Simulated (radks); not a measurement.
Numerical settings for neutral iodine, [Kr] 4d10 5s2 5p5. Method: scalar-relativistic Kohn-Sham, BLYP, spin-polarised, spherical densities, finite nucleus; open shells are filled with parallel spins first (spin-orbit coupling, left out, can overturn this in heavy ions); Fermi nuclear charge, rms radius 4.75 fm; computed with a radial shooting solver on a logarithmic mesh with Libxc functionals. The defaults (mesh step 0.008 in ln r, mesh end at 40 bohr or more with all orbitals vanishing there, Anderson mixing 0.5 over 9 steps, residual threshold near 1e-9 with the energy settled to 1e-9 hartree or 1e-11 of itself, here a cap of 63 iterations) give E = -7116.8360 hartree and 5p at -6.623 eV in 15 iterations. Run on one thread of a shared host, so times are rough (Arm Neoverse V2): 0.21 s of CPU time, 0.21 s wall, 15 iterations on 2437 mesh points. Changes against that run (0 stands for a change within the tolerance of the run):

setting                     iterations         converged  E (mhartree)  e(5p) (meV)  CPU (s)
mesh step in ln r 0.003             29               yes             0            0     0.84
mesh step in ln r 0.012             15               yes             0            0     0.15
mesh step in ln r 0.03              13               yes      +0.00354            0     0.06
mesh end (bohr) 8                   17               yes          +1.6        +80.4     0.21
mesh end (bohr) 1                   17  level above zero     +3.24e+05    +1.04e+06     0.28
residual threshold 1e-16            63                no             0            0     0.46
residual threshold 1e-05            11               yes             0       +0.162     0.17
mixing 0.2                          18               yes             0            0     0.24
linear mixing, mixing 0.05          63                no         +4.11         -182     0.82
linear mixing, mixing 1             18                no      diverged            -     0.29
mixing history 3                    21               yes             0            0     0.26
iteration cap 5                      5                no        -0.162        -19.7     0.09

Settled on a wrong energy, with an occupied level pushed above zero by the early mesh end: mesh end (bohr) 1 (+324 hartree). Apart from these: settings that end as converged yet miss the energy by more than 1 mhartree: mesh end (bohr) 8 (+0.0016 hartree). A mesh that ends early acts as a hard wall.
